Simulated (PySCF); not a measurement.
**[Ti(CH3)4] (charge 0, multiplicity 1)**

All values below come from TPSSh-D3(BJ)/def2-TZVP // PBE-D3(BJ)/def2-SVP in PySCF 2.14.0.

| Item | Result |
|---|---|
| HOMO | -6.78 eV |
| dipole moment | 0.01 D |
| HOMO–LUMO gap | 4.79 eV |
| LUMO | -1.99 eV |
| charge on the central atom (Mulliken) | 1.19 e |
| charge on the central atom (meta-Löwdin) | 1.29 e |
| total energy | -1009.1994 Ha |
| cost | roughly 10 core-minutes |

Bonds (Å): Ti1–C2 2.070, Ti1–C6 2.070, Ti1–C10 2.070, Ti1–C14 2.070, C2–H3 1.112, C2–H4 1.112, C2–H5 1.112, C6–H7 1.112, C6–H8 1.112, C6–H9 1.112, C10–H11 1.112, C10–H12 1.112, C10–H13 1.112, C14–H15 1.112, C14–H16 1.112, C14–H17 1.112. Angles (°): C2–Ti1–C6 109.3, C2–Ti1–C10 109.2, C2–Ti1–C14 109.5, C6–Ti1–C10 109.4, C6–Ti1–C14 109.7, C10–Ti1–C14 109.6, Ti1–C2–H3 110.0, Ti1–C2–H4 109.8, Ti1–C2–H5 109.8, H3–C2–H4 109.1, H3–C2–H5 109.1, H4–C2–H5 109.1, Ti1–C6–H7 110.0, Ti1–C6–H8 109.8, Ti1–C6–H9 109.8, H7–C6–H8 109.1, H7–C6–H9 109.1, H8–C6–H9 109.1, Ti1–C10–H11 109.7, Ti1–C10–H12 109.9, Ti1–C10–H13 110.0, H11–C10–H12 109.1, H11–C10–H13 109.1, H12–C10–H13 109.1, Ti1–C14–H15 109.8, Ti1–C14–H16 109.9, Ti1–C14–H17 109.9, H15–C14–H16 109.1, H15–C14–H17 109.1, H16–C14–H17 109.1.
